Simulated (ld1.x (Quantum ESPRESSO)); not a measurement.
## Ranking TM potentials for Mg (Z = 12)

All share these settings but for the change named:

* Element: Mg (Z = 12)
* Generator: ld1.x (Quantum ESPRESSO) 7.5
* Type: norm-conserving Troullier–Martins (Kleinman–Bylander form)
* Functional: PBE
* Relativity: scalar-relativistic
* Frozen core: [Ne]
* Valence charge: 2
* Reference configuration: 3s2 3p0
* Partial waves: 3s (bound): rc 1.95 bohr; 3p (bound, empty): rc 2.70 bohr; 3d channel at 0.5 Ry: rc 2.25 bohr
* Local potential: the d channel
* Core correction: Bessel-smoothed model core, default radius (core density twice the valence density)

Test errors are all-electron minus pseudo excitation energies from the reference, over 3s1 3p0; 3s1.5 3p0; 3s1 3p1; 3s0 3p1; 3s0 3p2. None of these files shows a bound ghost.

The base gives 6.4 meV.

Of 12 variants that were run, those that failed, showed a ghost or another fault, or gave nearly equal values are left out.

A variant can come out equal or close to the base, since the largest error may sit in a test that the change hardly touches while other tests move.

(1) Rank these variants by their largest absolute test error, smallest first.
A. wave 3s (bound): rc 1.95 bohr becomes 3s (bound): rc 2.90 bohr
B. wave 3p (bound): rc 2.70 bohr becomes 3p (bound): rc 3.62 bohr
C. wave 3d channel at 0.5 Ry: rc 2.25 bohr becomes 3d channel at 0.5 Ry: rc 1.54 bohr
D. non-relativistic
E. all radii but the core radius scaled by about 0.82 (s 1.60, p 2.22, d 1.86 bohr)

Results:

(1) B (4.6 meV), D (6.1 meV), E (8.5 meV), C (23.6 meV), A (31.8 meV).
